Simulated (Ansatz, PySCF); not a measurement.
boroxine cation (B₃H₃O₃), SMILES O1BOBOB1 (connectivity only; charge and spin as stated), charge +1, multiplicity 2. Atoms are numbered in the order given.

```xyz
9

B     -0.4033    -1.4432     0.0000
O      0.8803    -0.9085     0.0000
B      1.3170     0.3857     0.0000
O      0.3765     1.3820     0.0000
B     -0.9418     1.0092     0.0000
O     -1.2307    -0.3258     0.0000
H     -0.7181    -2.5840     0.0000
H      2.5110     0.6152     0.0000
H     -1.8490     1.8187     0.0000
```
Charge +1, spin multiplicity 2.

Coordinates come from a B3LYP-D3(BJ)/def2-SVP optimisation. The multiplicity is an assumed one; no other spin state was optimised.

Two levels are set side by side: PBE-D3(BJ)/def2-SVP (Ansatz, a program for electronic structure) and B3LYP-D3(BJ)/def2-SVP (Ansatz). Each level has its own optimised geometry; the coordinates shown are those of the second. Frequencies come from the Hessian of PySCF at each geometry. Differences are taken from unrounded values.

```json
[
 {"quantity": "mean bond length (Å)", "B3LYP-D3(BJ)": "1.319", "PBE-D3(BJ)": "1.328", "PBE-D3(BJ) minus B3LYP-D3(BJ)": "0.009"},
 {"quantity": "bond B1–O2 (Å)", "B3LYP-D3(BJ)": "1.390", "PBE-D3(BJ)": "1.399", "PBE-D3(BJ) minus B3LYP-D3(BJ)": "0.008"},
 {"quantity": "bond B1–O6 (Å)", "B3LYP-D3(BJ)": "1.390", "PBE-D3(BJ)": "1.399", "PBE-D3(BJ) minus B3LYP-D3(BJ)": "0.008"},
 {"quantity": "bond O2–B3 (Å)", "B3LYP-D3(BJ)": "1.366", "PBE-D3(BJ)": "1.359", "PBE-D3(BJ) minus B3LYP-D3(BJ)": "-0.007"},
 {"quantity": "bond B3–O4 (Å)", "B3LYP-D3(BJ)": "1.370", "PBE-D3(BJ)": "1.382", "PBE-D3(BJ) minus B3LYP-D3(BJ)": "0.012"},
 {"quantity": "bond O4–B5 (Å)", "B3LYP-D3(BJ)": "1.370", "PBE-D3(BJ)": "1.382", "PBE-D3(BJ) minus B3LYP-D3(BJ)": "0.012"},
 {"quantity": "bond B5–O6 (Å)", "B3LYP-D3(BJ)": "1.366", "PBE-D3(BJ)": "1.359", "PBE-D3(BJ) minus B3LYP-D3(BJ)": "-0.007"},
 {"quantity": "bond B1–H7 (Å)", "B3LYP-D3(BJ)": "1.184", "PBE-D3(BJ)": "1.194", "PBE-D3(BJ) minus B3LYP-D3(BJ)": "0.011"},
 {"quantity": "bond B3–H8 (Å)", "B3LYP-D3(BJ)": "1.216", "PBE-D3(BJ)": "1.238", "PBE-D3(BJ) minus B3LYP-D3(BJ)": "0.022"},
 {"quantity": "bond B5–H9 (Å)", "B3LYP-D3(BJ)": "1.216", "PBE-D3(BJ)": "1.238", "PBE-D3(BJ) minus B3LYP-D3(BJ)": "0.022"},
 {"quantity": "highest harmonic wavenumber (cm⁻¹)", "B3LYP-D3(BJ)": "2823", "PBE-D3(BJ)": "2758", "PBE-D3(BJ) minus B3LYP-D3(BJ)": "-65"},
 {"quantity": "mean harmonic wavenumber (cm⁻¹)", "B3LYP-D3(BJ)": "1033", "PBE-D3(BJ)": "999", "PBE-D3(BJ) minus B3LYP-D3(BJ)": "-35"},
 {"quantity": "zero-point energy (kcal/mol)", "B3LYP-D3(BJ)": "31.02", "PBE-D3(BJ)": "29.98", "PBE-D3(BJ) minus B3LYP-D3(BJ)": "-1.04"}
]
```

Exact exchange shortens and stiffens bonds; PBE has none. Differences between two approximate levels are no errors against the true value.
